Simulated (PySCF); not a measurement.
Deuteron quadrupole couplings in `CC#C[C@H]1C[Si@@H](Cl)C1`

C6H9ClSi.
Cartesian coordinates in Å at the GFN2-xTB level; atoms count from 1:
```
atom  x, y, z in Å
C1     3.396   -0.678   -0.219
C2     1.967   -0.505   -0.367
C3     0.784   -0.372   -0.511
C4    -0.643   -0.181   -0.619
C5    -1.448   -0.823    0.543
Si6   -2.487    0.767    0.732
Cl7   -2.551    1.632    2.553
C8    -1.091    1.297   -0.456
H9     3.663   -1.723   -0.378
H10    3.709   -0.383    0.782
H11    3.925   -0.065   -0.949
H12   -0.990   -0.575   -1.577
H13   -1.945   -1.750    0.268
H14   -0.803   -1.038    1.394
H15   -3.837    0.734    0.177
H16   -0.309    1.894    0.014
H17   -1.347    1.780   -1.396
```

Level: PBE0/pcSseg-1 (PySCF, non-relativistic); Q(2H) = 0.00286 b; rigid geometry, the same for H and D, with no vibrational averaging.

Problem. Rank these positions by the coupling χzz of a deuteron there, largest first.
A. H13 (methylene hydrogen)
B. H15 (Si–H hydrogen)
C. H12 (methine hydrogen)
D. H10 (methyl hydrogen)

Solution. A (217 kHz), D (207 kHz), C (201 kHz), B (109 kHz).

Problem. What are Vzz, η and χzz (234.96 MHz × Q × Vzz) at all hydrogens?

Solution. 
```json
{"atom": "H9", "bonded to": "C1", "bond length (Å)": "1.090", "Vzz (au)": "0.3086", "η": "0.02", "χzz (kHz)": "207"}
{"atom": "H10", "bonded to": "C1", "bond length (Å)": "1.090", "Vzz (au)": "0.3083", "η": "0.02", "χzz (kHz)": "207"}
{"atom": "H11", "bonded to": "C1", "bond length (Å)": "1.090", "Vzz (au)": "0.3085", "η": "0.02", "χzz (kHz)": "207"}
{"atom": "H12", "bonded to": "C4", "bond length (Å)": "1.093", "Vzz (au)": "0.2995", "η": "0.03", "χzz (kHz)": "201"}
{"atom": "H13", "bonded to": "C5", "bond length (Å)": "1.087", "Vzz (au)": "0.3229", "η": "0.04", "χzz (kHz)": "217"}
{"atom": "H14", "bonded to": "C5", "bond length (Å)": "1.089", "Vzz (au)": "0.3140", "η": "0.04", "χzz (kHz)": "211"}
{"atom": "H15", "bonded to": "Si6", "bond length (Å)": "1.460", "Vzz (au)": "0.1625", "η": "0.03", "χzz (kHz)": "109"}
{"atom": "H16", "bonded to": "C8", "bond length (Å)": "1.089", "Vzz (au)": "0.3140", "η": "0.04", "χzz (kHz)": "211"}
{"atom": "H17", "bonded to": "C8", "bond length (Å)": "1.087", "Vzz (au)": "0.3227", "η": "0.04", "χzz (kHz)": "217"}
```

Problem. Average by the element that carries the hydrogen.

Solution. on C: 210 kHz over 8 positions, mean bond length 1.090 Å; on Si: 109 kHz over 1 position, mean bond length 1.460 Å.

Problem. Give the 2H NMR doublet splittings at H9 for a magnetic field along the z, y and x axes of the gradient: 3χ/2, 3χ(1 + η)/4, 3χ(1 − η)/4.

Solution. With |χ| = 207.4 kHz and η = 0.022: 311, 159 and 152 kHz, to first order and without motion.

The structure is a single GFN2-xTB conformer in the gas phase; no vibrational or solvent corrections. GFN2-xTB bond lengths can be off by several hundredths of an ångström, more for odd bonds, and the gradients follow them. The small basis limits the accuracy of the gradients.

The run behind these numbers computed NMR shieldings as well. On Arm Neoverse N1, one thread, shared host, this took 60 s of wall time and 0.86 GiB of memory at its peak.
